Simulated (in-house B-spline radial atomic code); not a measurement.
Response of Yb as one setting changes: the share of exact exchange in a PBE hybrid. A dash marks a strongly mixed or unbound state. Computed with a B-spline radial code for spherical atoms: linear response of the closed shell [Xe] 4f14 6s2 with the functional's adiabatic kernel; scalar-relativistic (spin-free one-electron X2C), finite nucleus, no spin-orbit coupling, no double excitations, S, P, D and F terms only; shells from n = 4 respond. Only terms of natural parity with L up to 3 were computed.

Spin-orbit coupling is strong here, so these LS terms don't match observed levels.

```tsv
share of exact exchange in a PBE hybrid	lowest 1P (eV)	lowest 3P, Tamm-Dancoff (eV)	minus highest occupied level (eV)	α (bohr³)
0	4f → 5d 2.704	-	3.029	137.9
0.1	?	?	?	?
0.2	6s → 6p 3.086	6s → 6p 2.119	4.328	145.9
0.3	6s → 6p 3.093	6s → 6p 2.067	4.537	150
0.4	6s → 6p 3.081	6s → 6p 2.014	4.745	154
0.5	?	?	?	?
0.6	6s → 6p 3.041	6s → 6p 1.911	5.159	162.2
0.7	6s → 6p 3.017	6s → 6p 1.861	5.365	166.3
0.8	6s → 6p 2.992	6s → 6p 1.812	5.569	170.5
0.9	6s → 6p 2.965	6s → 6p 1.764	5.772	174.8
1	6s → 6p 2.938	6s → 6p 1.716	5.974	179.1
```

Q: What belongs in the row for 0.5?

A: lowest 1P (eV): 6s → 6p 3.063; lowest 3P, Tamm-Dancoff (eV): 6s → 6p 1.962; minus highest occupied level (eV): 4.952; α (bohr³): 158.1.

Q: What belongs in the row for 0.1?

A: lowest 1P (eV): -; lowest 3P, Tamm-Dancoff (eV): 6s → 6p 2.162; minus highest occupied level (eV): 4.097; α (bohr³): 141.9.
